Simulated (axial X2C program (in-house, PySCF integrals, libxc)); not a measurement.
**Worked dissociation energy of NaPt⁺: HF, two-component**

Calculated with an in-house relativistic program for diatomic molecules. Two-component (2c) means X2C with spin–orbit coupling and atomic mean-field two-electron Coulomb and Gaunt terms. Basis: Pt dyall-v3z [13s14p9d6f2g], Na dyall-v3z [9s8p4d2f] (cores contracted in-house); Gaussian nuclei, density fitting, unrestricted open shells. Masses: Pt 194.965 u, Na 22.990 u.

Molecular state: Ω = 3 (⟨Sz⟩ = 0.99, ⟨Lz⟩ = 2.01 at HF).

- E(Pt) (2M_J = 6): -18411.838143 hartree
- E(Na+) (2M_J = 0): -161.870902 hartree
- E(NaPt⁺) at Re: -18573.731201 hartree
- ωe: 129.8 cm⁻¹
- ωexe: 0.928 cm⁻¹

Work out De and D0.

De = -18411.838143 + (-161.870902) − (-18573.731201) = 0.02216 hartree = 0.603 eV. The zero-point energy is ωe/2 − ωexe/4 = 65 cm⁻¹ = 0.008 eV, so D0 = 0.595 eV.

One determinant describes the state; a PBE0 search over occupations chose it and may have missed a lower one. Dissociation energies refer to the lowest single-determinant-based atoms at the same level and basis. Other states lie close and PBE0, whose exact exchange favours high spin, may order them wrongly; the determinant shown need not be the ground state. The nearest other 2c determinant of the search, Ω = 2, lies 0.24 eV up at the distance of the search. The atomic limit has a lower orbital projection than the molecule and lies lower at mean-field level, so De may be about a tenth of an eV too small. With several unpaired electrons one determinant need not be a pure state.

Hartree–Fock lacks correlation and underbinds, often by eV.

Each atomic determinant is the lowest at this level and need not be a pure J level. Totals compare only within one Hamiltonian and basis.
